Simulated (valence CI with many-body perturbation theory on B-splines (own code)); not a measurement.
The numbers below are computed, except where a source is named.
## Energy levels of In XVII

Method: valence CI with perturbative core correlation (CI+MBPT): five valence electrons over a frozen Dirac-Fock core [Ar] 3d10, radial functions for each j: 11 s, 11 p, 10 d, 8 f, 5 g, 2 h, with the one-electron correlation potential Σ1, the two-electron term Σ2, the three-electron term Σ3, Breit, model QED; selected CI, second order for the rest, scaled by the run's own slope (own B-spline code, finite nucleus).

No measured spectrum was set against this ion. As an estimate, levels hold to about 250 cm⁻¹ or 0.2 % of their energy and the worst to 1 %, as in measured heavy ions of charge 2 to 7; those with d or f electrons hold less well. Among the levels kept, up to 2200 cm⁻¹ of a level comes from second order outside the variational space, and about a tenth of that is noise between levels of different J, which matters for small intervals.

Levels 136 to 168 of 168, with energies above the lowest level, 4s2 4p3 4S°_3/2. "Leading %" is the weight of the configuration and term that name the level; weights of strongly mixed levels are sums over their largest components and can fall short. In the jj column 3d3/2^4 stands for four electrons in 3d with j = 3/2.

```csv
No.,Configuration,Term,J,E (cm⁻¹),Leading %,Leading jj,Second component
136,4s2 4p 4d2,4G°,11/2,1263200,36,4s^2 4p3/2 4d5/2^2 (60 %),32 % 4s2 4p2 4f 2H°
137,4s2 4p2 4f,2G°,7/2,1267100,36,4s^2 4p1/2 4p3/2 4f5/2 (66 %),16 % 4s2 4p2 4f 4G°
138,4s2 4p2 4f,2G°,9/2,1267800,42,4s^2 4p1/2 4p3/2 4f7/2 (69 %),34 % 4s2 4p2 4f 4F°
139,4s2 4p2 4f,2F°,5/2,1268800,35,4s^2 4p1/2 4p3/2 4f5/2 (61 %),27 % 4s2 4p2 4f 4F°
140,4s2 4p2 4f,4D°,1/2,1271500,47,4s^2 4p1/2 4p3/2 4f5/2 (38 %),33 % 4s2 4p 4d2 4D°
141,4s2 4p2 4f,4D°,3/2,1274400,35,4s^2 4p3/2 4d3/2^2 (25 %),21 % 4s2 4p 4d2 4F°
142,4s2 4p 4d2,4F°,5/2,1274400,54,4s^2 4p3/2 4d3/2^2 (21 %),21 % 4s2 4p2 4f 4D°
143,4s2 4p 4d2,4F°,7/2,1276800,38,4s^2 4p3/2 4d3/2^2 (25 %),12 % 4s2 4p2 4f 2F°
144,4s2 4p 4d2,2D°,5/2,1280400,24,4s^2 4p3/2 4d5/2^2 (36 %),22 % 4s2 4p 4d2 4D°
145,4s2 4p2 4f,4F°,3/2,1280500,60,4s^2 4p1/2 4p3/2 4f5/2 (54 %),14 % 4s 4p3 4d 2D°
146,4s2 4p2 4f,2D°,5/2,1287800,26,4s^2 4p1/2 4p3/2 4f7/2 (36 %),11 % 4s 4p3 4d 2D°
147,4s2 4p2 4f,2G°,9/2,1288700,33,4s^2 4p3/2^2 4f5/2 (28 %),21 % 4s2 4p2 4f 4G°
148,4s2 4p 4d2,2F°,7/2,1293400,34,4s^2 4p3/2 4d3/2 4d5/2 (38 %),16 % 4s2 4p 4d2 4F°
149,4s2 4p 4d2,4F°,9/2,1297300,47,4s^2 4p3/2 4d3/2 4d5/2 (56 %),18 % 4s2 4p 4d2 4G°
150,4s2 4p 4d2,4D°,7/2,1298400,58,4s^2 4p3/2 4d5/2^2 (40 %),10 % 4s2 4p 4d2 4F°
151,4s2 4p 4d2,4P°,5/2,1299500,28,4s^2 4p3/2 4d3/2 4d5/2 (43 %),21 % 4s2 4p2 4f 2F°
152,4s2 4p 4d2,4P°,5/2,1307100,35,4s^2 4p3/2 4d3/2 4d5/2 (30 %),23 % 4s2 4p2 4f 2F°
153,4s2 4p2 4f,4G°,11/2,1310200,56,4s^2 4p3/2 4d3/2 4d5/2 (37 %),24 % 4s2 4p 4d2 2H°
154,4s2 4p 4d2,2P°,1/2,1311500,75,4s^2 4p1/2 4d5/2^2 (48 %),5 % 4s2 4p 4d2 4P°
155,4s2 4p 4d2,2G°,7/2,1313200,37,4s^2 4p3/2 4d3/2 4d5/2 (23 %),16 % 4s2 4p2 4f 2F°
156,4s2 4p 4d2,2P°,3/2,1313400,40,4s^2 4p3/2 4d3/2 4d5/2 (31 %),8 % 4s2 4p 4d2 2D°
157,4s2 4p 4d2,2S°,1/2,1316800,53,4s^2 4p3/2 4d3/2 4d5/2 (57 %),17 % 4s2 4p 4d2 4P°
158,4s2 4p2 4f,4F°,5/2,1323300,21,4s^2 4p3/2^2 4f5/2 (35 %),17 % 4s2 4p2 4f 2D°
159,4s2 4p 4d2,2G°,9/2,1325800,31,4s^2 4p3/2 4d5/2^2 (36 %),27 % 4s2 4p2 4f 2H°
160,4s2 4p2 4f,4F°,7/2,1326900,21,4s^2 4p3/2^2 4f5/2 (42 %),18 % 4s2 4p2 4f 2G°
161,4s2 4p 4d2,4D°,7/2,1330800,35,4s^2 4p3/2 4d5/2^2 (30 %),16 % 4s2 4p2 4f 2F°
162,4s2 4p2 4f,2D°,3/2,1333800,22,4s^2 4p1/2 4p3/2 4f7/2 (39 %),22 % 4s2 4p2 4f 2P°
163,4s2 4p2 4f,4F°,9/2,1337500,38,4s^2 4p3/2^2 4f7/2 (72 %),30 % 4s2 4p2 4f 2G°
164,4s2 4p2 4f,2P°,1/2,1338300,39,4s^2 4p1/2 4p3/2 4f5/2 (30 %),26 % 4s2 4p 4d2 4D°
165,4s2 4p 4d2,4D°,5/2,1341200,29,4s^2 4p3/2 4d3/2 4d5/2 (26 %),13 % 4s2 4p2 4f 4D°
166,4s2 4p2 4f,4D°,7/2,1342700,17,4s^2 4p3/2 4d3/2 4d5/2 (35 %),13 % 4s2 4p 4d2 4D°
167,4s2 4p 4d2,4S°,3/2,1346000,46,4s^2 4p3/2 4d3/2 4d5/2 (29 %),10 % 4s2 4p 4d2 2P°
168,4s2 4p 4d2,4D°,3/2,1349000,22,4s^2 4p3/2 4d3/2^2 (34 %),16 % 4s2 4p2 4f 2D°
```

Names give the largest LS component (configuration and term), which can be under half, so a name can repeat, a term be missing and a line seem to break the LS rules; names also repeat where a configuration has a term twice.

Where two levels of one J and parity lie close, their mixing, g and order are uncertain.
